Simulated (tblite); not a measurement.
CH8NSi2 (doublet state).
SMILES: `[CH2]N([SiH3])[SiH3]`

Level: GFN2-xTB in tblite, geometry and Hessian alike; calculated harmonic values, unscaled, isolated species. Errors from tens to a few hundred cm⁻¹ against measured bands are possible. Modes of hydrogen on silicon can be 10 to 20 % off. Open shells enter through the occupations alone, without spin polarisation, and single modes of such species can be off by tens of per cent.

Harmonic wavenumbers (cm⁻¹): 63.1, 119.3, 220.8, 237.9, 267.1, 270.1, 307.9, 539.0, 553.5, 554.4, 555.3, 646.9, 719.6, 734.1, 765.1, 797.0, 801.7, 824.1, 895.6, 1139.7, 1290.6, 1423.6, 2193.9, 2200.2, 2215.0, 2224.0, 2302.2, 2321.7, 3138.0, 3173.0.

A = 7139, B = 2989, C = 2214 MHz; mass 90.020 u (most abundant isotopes); point group C2v, symmetry number 2; spin multiplicity 2.

Problem. Zero-point energy?

Solution. ½Σν̃ = 16747 cm⁻¹ = 47.88 kcal/mol.

Problem. Give the ideal-gas entropy at 200 K and 1 bar in the rigid-rotor, harmonic-oscillator model (classical rotation).

Solution. Translation 37.45, rotation 23.76, vibration 12.24, spin (R ln 2) 1.38: S = 74.8 cal/(mol K).

Problem. And Cp and H(200 K) − H(0)?

Solution. Cp = 23.76 cal/(mol K), of which vibrations give 15.81 (their classical limit is 30 R = 59.6); H(200 K) − H(0) = 3.03 kcal/mol without the zero-point energy, 1.44 from vibrations.

Problem. Blend soft modes into free rotors: weight 1/[1 + (100 cm⁻¹/ν̃)⁴] for the oscillator and the rest for a rotor with moment μB/(μ + B), μ = h/(8π²ν), B = 10⁻⁴⁴ kg m². What vibrational entropy results?

Solution. 11.71 cal/(mol K) in place of 12.24, which changes −T·S at 200 K by +0.11 kcal/mol.

Problem. Which modes carry the vibrational entropy at 200 K?

Solution. 63.1 cm⁻¹: 3.57; 119.3 cm⁻¹: 2.35; 220.8 cm⁻¹: 1.26; 237.9 cm⁻¹: 1.15; 267.1 cm⁻¹: 0.97; 270.1 cm⁻¹: 0.95 cal/(mol K); the other 24 give 1.98 together.

Hindered rotation and anharmonicity are outside this model.

Time: 0.23 s wall. Hardware: Arm Neoverse V2, one thread, shared host. The figure is for the frequency step alone.
